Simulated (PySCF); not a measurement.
C₃H₆FNSi, SMILES [SiH3]C=C=C(N)F.

Coordinates come from a PBE0-D3(BJ)/def2-SVP optimisation. The structure was generated by enumeration; whether it is a known compound was not checked. The values are those of a single conformer.

Computed with PySCF with TDDFT-CAM-B3LYP/def2-SVPD.

Vertical excitations. The molecule is in vacuum.

| state | energy (eV) | λ (nm) | f | main pairs |
|---|---|---|---|---|
| S1 | 3.83 | 324 | 0.002 | HOMO→LUMO 97 % |
| S2 | 5.49 | 226 | 0.003 | HOMO→LUMO+1 88 % |
| S3 | 6.39 | 194 | 0.165 | HOMO→LUMO+2 64 %, HOMO−1→LUMO 11 % |
| S4 | 6.66 | 186 | 0.038 | HOMO→LUMO+3 74 % |
| S5 | 7.03 | 176 | 0.628 | HOMO−1→LUMO 66 % |
| S6 | 7.07 | 175 | 0.109 | HOMO→LUMO+6 51 %, HOMO→LUMO+4 14 %, HOMO→LUMO+5 13 % |
| S7 | 7.17 | 173 | 0.028 | HOMO→LUMO+4 66 %, HOMO→LUMO+6 14 % |
| S8 | 7.31 | 170 | 0.107 | HOMO−1→LUMO+2 40 %, HOMO−1→LUMO+5 17 %, HOMO→LUMO+6 9 %, HOMO→LUMO+5 7 % |
| S9 | 7.43 | 167 | 0.208 | HOMO→LUMO+5 45 %, HOMO−1→LUMO+1 12 %, HOMO→LUMO+6 8 %, HOMO−1→LUMO+2 8 % |
| S10 | 7.46 | 166 | 0.095 | HOMO−1→LUMO+1 71 %, HOMO→LUMO+5 13 % |
| T1 | 3.40 | 365 | 0 | HOMO→LUMO 96 % |
| T2 | 4.17 | 297 | 0 | HOMO−1→LUMO 52 %, HOMO→LUMO+2 18 %, HOMO→LUMO+5 13 % |
| T3 | 4.37 | 284 | 0 | HOMO−1→LUMO 37 %, HOMO→LUMO+2 26 %, HOMO→LUMO+5 19 % |
| T4 | 5.37 | 231 | 0 | HOMO→LUMO+1 87 % |
Triplets are in the Tamm–Dancoff approximation, which puts them higher than full response would, so one can lie above its singlet here.
